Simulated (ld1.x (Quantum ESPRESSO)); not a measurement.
# A failed generation for selenium (Se)

Input:

```
&input
   title='Se', zed=34., rel=1, dft='PZ', iswitch=3,
   config='[Ar] 3d10 4s1.5 4p4.5 4d-2',
   nld=3, rlderiv=1.30, eminld=-3.0, emaxld=5.0, deld=0.02
 /
 &inputp
   pseudotype=1, tm=.true., lloc=0,
   nlcc=.true., rcore=0.60,
   file_pseudopw='Se.pp', file_wfcaegen='ae.wfc', file_wfcncgen='nc.wfc'
 /
3
4P  2  1   4.50   0.00  0.90  0.90  0.0
4D  3  2  -2.00   0.10  1.20  1.20  0.0
4S  1  0   1.50   0.00  1.10  1.10  0.0
 &test
   configts(1)='4s1.5 4p4.5'
 /
```

```bash
ld1.x < Se.in > Se.out
```

End of the output:

```
       Warning: n=1, l=0 expected 0 nodes, found 1
       Setting wfc to zero for this iteration
       (This warning will only be printed once per wavefunction)

 %%%%%%%%%%%%%%%%%%%%%%%%%%%%%%%%%%%%%%%%%%%%%%%%%%%%%%%%%%%%%%%%%%%%%%%%%%%%%%
     Error in routine run_pseudo (1):
     Errors in PS-KS equation
 %%%%%%%%%%%%%%%%%%%%%%%%%%%%%%%%%%%%%%%%%%%%%%%%%%%%%%%%%%%%%%%%%%%%%%%%%%%%%%

     stopping ...
```

Problem. Why did it fail, and what change makes it run?

Solution. The run stopped because the pseudo-atom solver did not find the valence states with the expected number of nodes, which is the usual sign of a ghost state. A run that differs only in the following succeeds: wave 4p (bound): rc 0.90 bohr becomes 4p (bound): rc 1.35 bohr. Other answers can fit too; this one was computed.
